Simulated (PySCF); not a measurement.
CH7Si2, multiplicity 2. Atoms are numbered in the order given.

```xyz
10

Si     1.6058     0.3656     0.0714
C      0.1118    -0.7176    -0.3691
Si    -1.5612    -0.0139     0.1778
H      2.9151    -0.2984    -0.2810
H      1.5172     1.7143    -0.5987
H      0.0935    -0.8658    -1.4728
H      0.2467    -1.7201     0.0904
H     -2.6879    -0.9095    -0.2653
H     -1.7711     1.3500    -0.4235
H     -1.6082     0.1125     1.6765
```
Charge 0, spin multiplicity 2.

Coordinates come from a PBE-D3(BJ)/def2-SVP optimisation. The isomer is the one that the SMILES or the coordinates give; other isomers of the formula were not compared.

All values below come from PBE-D3(BJ)/def2-SVP (PySCF).

Frequencies are harmonic and unscaled.

```
mode  ν (cm⁻¹)  IR (km/mol)  moving atoms (share of kinetic energy)
----  --------  -----------  --------------------------------------
1           91          0.0                                  H 96 %
2          137          0.2                          H 83 %, C 13 %
3          161          0.4                 Si 57 %, H 25 %, C 18 %
4          446          1.9                                  H 95 %
5          534          1.0                 H 41 %, Si 38 %, C 20 %
6          548          0.1                          H 91 %, Si 8 %
7          560          3.3                                  H 91 %
8          730         76.9                 H 54 %, C 30 %, Si 16 %
9          741         47.9                 C 42 %, H 36 %, Si 22 %
10         776         85.6                  H 65 %, C 26 %, Si 9 %
11         878        227.6                                  H 94 %
12         905         60.7                                  H 92 %
13         912         39.3                                  H 97 %
14         916         30.9                                  H 97 %
15         966          5.3                                  H 92 %
16        1023         43.1                          H 66 %, C 31 %
17        1318          7.2                                  H 92 %
18        2118        108.3                                  H 98 %
19        2147         93.3                                  H 96 %
20        2158         86.6                                  H 98 %
21        2166        104.4                                  H 96 %
22        2170        104.6                                  H 96 %
23        2969          0.5                                  H 94 %
24        3043          0.1                           H 91 %, C 9 %
```
